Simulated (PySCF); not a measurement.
HO3S, SMILES O=[S](=O)O, multiplicity 2. The structure is a stationary point at B3LYP-D3(BJ)/def2-SVP. The isomer is the one that the SMILES or the coordinates give; other isomers of the formula were not compared. The values are those of a single conformer.

Method: B3LYP-D3(BJ)/def2-SVP run with PySCF 2.14.0.

Harmonic wavenumbers (cm⁻¹): 263, 398, 405, 500, 733, 1061, 1085, 1248, 3737. Rotational constants (GHz): 8.916, 8.647, 4.695; symmetry number 1.

Task: Work out the zero-point energy and the ideal-gas rigid-rotor harmonic-oscillator thermochemistry at 298.15 K and 1 atm.

Result: ZPE = ½ Σ hcν = ½ × 9429 cm⁻¹ = 56.40 kJ/mol. H − E(el) = 70.20 kJ/mol. Entropy in J/(mol K): translation 163.56, rotation 101.67, vibration 19.48, spin 5.76, total 290.47. G − E(el) = -16.41 kJ/mol. Cp = 64.54 J/(mol K).
